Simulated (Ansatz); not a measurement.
`C=NBC[SiH3]` + H₂ → `BN=C` + `C[SiH3]` at 600 K and 1 bar (hydrogenolysis of a B–C bond).

Computed with Ansatz on PBE0-D4/def2-TZVP structures; ΔE is electronic, products minus reactants. CCSD(T)/CBS is the MP2 limit (def2-TZVPP, def2-QZVPP) plus CCSD(T) − MP2 in def2-TZVPP, frozen cores. This one scheme is used for every species. One conformer a species, not always the lowest.

```
      species  CCSD(T)/CBS energy (Eh)  H − E (kJ/mol)  S (J/(mol·K))
`C=NBC[SiH3]`               -449.49862           320.7          462.4
           H₂                 -1.17544            43.9          150.8
       `BN=C`               -119.93970           171.2          306.0
    `C[SiH3]`               -330.73916           199.7          315.0
```

H − E and S are ideal-gas, rigid-rotor, harmonic terms from PBE0-D4/def2-TZVP, for one conformer and one mirror image of each species. For small species the MP2-based limit differs from directly extrapolated CCSD(T) by up to some mEh (0.8 for H₂); such offsets cancel only in part. 1 Eh = 2625.50 kJ/mol, R = 8.31446 J/(mol·K).

**Question.** By hand: ΔE, ΔH, ΔS and ΔG.

**Answer.** ΔE = (-119.93970) + (-330.73916) − (-449.49862) − (-1.17544) = -0.00480 Eh = -12.6 kJ/mol. Δ(H − E) = 171.2 + 199.7 − 320.7 − 43.9 = 6.3, so ΔH = -6.3 kJ/mol. ΔS = 306.0 + 315.0 − 462.4 − 150.8 = 7.8 J/(mol·K). ΔG = -6.3 − 600 × (7.8)/1000 = -11.0 kJ/mol.

**Question.** By hand: the equilibrium constant, and the temperature at which ΔG would vanish if ΔH and ΔS stayed fixed.

**Answer.** log₁₀ K = −ΔG/(RT ln 10) = 1.0. ΔH and −TΔS have one sign here, so there is no such temperature.

TΔS isn't small against ΔH here. A doubt of 5 kJ/mol in ΔE shifts log₁₀ K by 0.4 here. Other conformers and mirror images would add mixing entropy, several J/(mol·K) or more a flexible species. Modes under 60 cm⁻¹, often nearly free rotors, make the harmonic entropy too high. These are equilibria of isolated gas molecules and say nothing of rates. Largest T1 diagnostic: 0.016 (customary marks: 0.02 for closed shells, 0.045 for open ones).

ΔS is within the doubt of such terms, so its sign, and with it that verdict, could turn.
